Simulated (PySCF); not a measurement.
# Frontier orbitals and the lowest excitations

C₇H₅FO.
Cartesian coordinates in Å at the GFN2-xTB level; atoms count from 1:
```xyz
14
C7H5FO angstrom
O      3.0011   -1.0638   -0.3043
C      2.3158   -0.1149   -0.1210
F      2.9173    1.1044    0.0494
C      0.8586   -0.0292   -0.0430
C      0.1992    1.1800    0.1780
C     -1.1812    1.2033    0.2413
C     -1.9064    0.0315    0.0868
C     -1.2534   -1.1729   -0.1332
C      0.1250   -1.2077   -0.1987
H      0.7694    2.0888    0.2970
H     -1.6953    2.1373    0.4113
H     -2.9850    0.0566    0.1375
H     -1.8226   -2.0822   -0.2538
H      0.6566   -2.1315   -0.3695
```

Computed with TDDFT B3LYP/def2-SVPD, vertical, gas phase, core orbitals frozen in the response in PySCF 2.14.0, density-fitted response routines.

Frontier orbitals with the atoms that hold most of them (Löwdin shares over 4%, at most four atoms; ? is withheld):

| orbital | ε (eV) | atoms |
| --- | --- | --- |
| LUMO+2 | 0.27 | C2 11%, C7 11%, C6 10%, C8 10% |
| LUMO+1 | -1.07 | C8 19%, C5 19%, C6 18%, C9 18% |
| LUMO | -2.27 | ? |
| HOMO | ? | C6 23%, C9 23%, C5 16%, C8 16% |
| HOMO-1 | -7.95 | ? |
| HOMO-2 | -8.81 | O1 68%, F3 11%, C2 10%, C4 6% |
| HOMO-3 | -10.23 | C8 13%, C6 13%, C9 13%, C5 12% |

**Question.** Which atoms hold the HOMO-1, and with what shares?

**Answer.** C4 (bonded to 3 C) 22%; C7 (bonded to 2 C and H) 22%; C8 (bonded to 2 C and H) 15%; C5 (bonded to 2 C and H) 13%.

**Question.** Give the leading atoms of the LUMO.

**Answer.** C2 (bonded to C, F and O) 17%; O1 (bonded to C) 16%; C7 (bonded to 2 C and H) 15%; C4 (bonded to 3 C) 13%. By element: carbon 45% or more, oxygen 16%.

**Question.** What is the HOMO energy, and the HOMO–LUMO gap?

**Answer.** ε(HOMO) = -7.86 eV; the gap is 5.58 eV (0.2051 hartree).

**Question.** The HOMO–LUMO gap is 5.58 eV. Where does the response calculation put the lowest singlet, and from which orbitals?

**Answer.** S1 is at 4.86 eV (f = 0.025), 0.73 eV below the gap, made of HOMO→LUMO (80%), HOMO-1→LUMO+1 (14%). 

**Question.** Give energy, strength and leading configuration of S1, S2, S3, S6 and S7, and follow the Löwdin shares of the leading atoms from the occupied to the empty orbital.

**Answer.** 
- S1 (4.86 eV, f 0.025), HOMO→LUMO (80%): C6 23% → at most 13%, C9 23% → at most 13%, C2 at most 16% → 17%, O1 at most 16% → 16%
- S2 (5.11 eV, f 0.0001), HOMO-2→LUMO (96%): O1 68% → 16%, F3 11% → at most 13%, C2 10% → 17%
- S3 (5.41 eV, f 0.242), HOMO-1→LUMO (84%): C4 22% → 13%, C7 22% → 15%, C2 at most 13% → 17%, O1 at most 13% → 16%
- S6 (6.78 eV, f 0.535), HOMO→LUMO+1 (79%): C6 23% → 18%, C9 23% → 18%, C8 16% → 19%, C5 16% → 19%
- S7 (6.88 eV, f 0.0000), HOMO-2→LUMO+1 (98%): O1 68% → at most 19%, F3 11% → at most 19%, C8 at most 6% → 19%, C5 at most 6% → 19%

Löwdin shares depend on the basis, the more so with diffuse functions.

One conformer stands for the species.
